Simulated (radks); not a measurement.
Fractional charge and spin in the 3d shell of germanium: the spin-up occupation runs from 4 to 5 and the spin-down occupation from 4 to 5; the fullest corner is Ge2+, [Ar] 4s2 3d(up 5, down 5). Calculated with a radial shooting solver on a logarithmic mesh with Libxc functionals: non-relativistic Kohn-Sham, PBE, spin-polarised, spherical densities, point nucleus. Energy (eV) minus the two flat planes that join the four corners (they meet along the diagonal where the two added fractions sum to one electron); zero is where a piecewise linear energy would lie.

down \ up       4     4.5       5
4           0.000  -3.188   0.000
4.5        -3.188   0.343  -2.872
5           0.000  -2.872   0.000

Corners above the fullest one (they belong to Ge3+ and the next ion): (up 5, down 4) 61.259 eV, (up 4, down 5) 61.259 eV, (up 4, down 4) 148.15 eV. With half an added electron in each spin the energy lies 0.343 eV from the planes, and with half an added electron in spin up alone -3.188 eV. The planes are only a guide here: the flat-plane condition holds for ground states with one frontier orbital, while this shell lies below other occupied shells, so the corners above the fullest one are inner-hole states and not the ground states of those ions.
